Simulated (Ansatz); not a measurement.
CuMe2 (C₂H₆Cu). The state is a doublet with charge 0. Geometry r2SCAN-D4/def2-TZVP.

```xyz
9

Cu    0.000    0.000    0.000
C    -0.196   -1.910   -0.174
H     0.466   -2.429    0.528
H     0.057   -2.230   -1.190
H    -1.228   -2.211    0.037
C     0.196    1.910    0.174
H    -0.133    2.241    1.165
H    -0.406    2.428   -0.581
H     1.243    2.202    0.041
```

The 6-31G sets use Cartesian d functions. At PBE-D4/def2-SVP an occupied level lies above an empty one. At PBE-D4/def2-SVP the gap within one spin of the charge 0 doublet nearly closes, so an electron or hole may be smeared out by delocalisation error.

Problem. Estimate the α-spin orbital energies around the gap (eV) in Ansatz with HF/6-31G, PBE-D4/def2-SVP, PBE0-D4/def2-TZVP, BHLYP-D4/def2-TZVP, ωB97X-V/def2-TZVP.

Solution. 
```
orbital  HF/6-31G  PBE-D4/def2-SVP  PBE0-D4/def2-TZVP  BHLYP-D4/def2-TZVP  ωB97X-V/def2-TZVP
 HOMO−9    -19.44            -9.38             -11.71              -14.99             -14.44
 HOMO−8    -19.44            -9.10             -11.71              -14.99             -14.44
 HOMO−7    -18.47            -9.10             -10.68              -14.13             -13.31
 HOMO−6    -18.47            -9.10             -10.68              -14.13             -13.31
 HOMO−5    -14.10            -7.18             -10.60              -12.03             -13.23
 HOMO−4    -14.10            -7.18             -10.60              -12.03             -13.23
 HOMO−3    -13.78            -7.08              -9.82              -11.62             -12.37
 HOMO−2    -13.78            -7.08              -9.82              -11.62             -12.37
 HOMO−1    -11.22            -6.52              -8.24               -9.55             -10.69
   HOMO     -9.43            -5.56              -6.85               -7.88              -9.20
   LUMO      2.38            -0.24               0.12                0.51               1.53
 LUMO+1      2.38             1.25               1.60                2.42               3.79
 LUMO+2      2.94             1.25               1.60                2.42               3.79
 LUMO+3      4.36             1.99               2.21                2.81               4.09
 LUMO+4      7.60             3.19               3.38                4.02               5.28
 LUMO+5      7.60             3.49               3.39                4.02               5.28
 β HOMO     -9.76            -5.34              -6.62               -7.90              -8.86
 β LUMO      1.73            -5.71              -4.43               -2.46              -2.24
```
